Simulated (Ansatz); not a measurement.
Computed with Ansatz on PBE0-D4/def2-TZVP structures; ΔE is electronic, products minus reactants. CCSD(T)/CBS is the MP2 limit (def2-TZVPP, def2-QZVPP) plus CCSD(T) − MP2 in def2-TZVPP, frozen cores. This one scheme is used for every species. DFT in def2-TZVPP. One conformer a species, not always the lowest.

`[NH2][Al]([SH])[Cl]` + H–F → `[NH2][Al]([F])[Cl]` + H₂S  (ligand exchange at the Al–S bond)

`[NH2][Al]([SH])[Cl]`:

Cartesian coordinates in Å:
```
N -0.532 0.911 0.627
Al 0.505 -0.432 0.182
S 0.424 -1.419 -1.751
Cl 1.900 -1.136 1.570
H -1.236 1.330 0.042
H -0.495 1.368 1.523
H -0.565 -0.621 -2.192
```

H–F:

Cartesian coordinates in Å:
```
F 0.037 0.143 -0.436
H -0.037 -0.143 0.436
```

`[NH2][Al]([F])[Cl]`:

Z-matrix (Å, degrees):
```
N
Al 1 1.746
H 1 1.006 2 124.6
H 1 1.006 2 124.3 3 -180.0
F 2 1.641 1 119.8 3 -0.0
Cl 2 2.079 1 121.2 3 180.0
```

H₂S:

Cartesian coordinates in Å:
```
S 0.185 -0.304 0.507
H 0.706 0.696 -0.219
H -0.891 -0.393 -0.288
```

| level | ΔE (kJ/mol) |
| --- | --- |
| BLYP | -84.3 |
| MP2/def2-TZVPP | -68.6 |

Problem. What does CCSD(T)/CBS give? (An estimate is asked.)

Solution. Computed: -69.3 kJ/mol. The listed levels differ from it by -15.0, 0.7 kJ/mol.

Problem. What do rigid-rotor, harmonic-oscillator terms from PBE0-D4/def2-TZVP frequencies (298.15 K, 1 bar) make of the CCSD(T)/CBS value? (Best estimate.)

Solution. Computed: ΔZPE = -2.9 kJ/mol, ΔH = -73.8 kJ/mol, ΔS = 7 J/(mol·K), ΔG = -75.9 kJ/mol.

Largest T1 diagnostic among the species: 0.010.

In def2-TZVPP, CCSD(T) changes the Hartree–Fock value by +13.3 kJ/mol (the triples alone add +3.3 kJ/mol) and MP2 by +16.5 kJ/mol. The D4 term adds +6.6 kJ/mol with B3LYP and +3.7 kJ/mol with PBE0; it sums over pairs of atoms, weighted by their polarisabilities, and B3LYP, whose exchange is more repulsive, gets the larger term. At CCSD(T), def2-SVP lies −14.8 kJ/mol from the extrapolated value and def2-TZVPP −2.6 kJ/mol.

B3LYP here is the variant with VWN-RPA as its local correlation; programs differ in this.
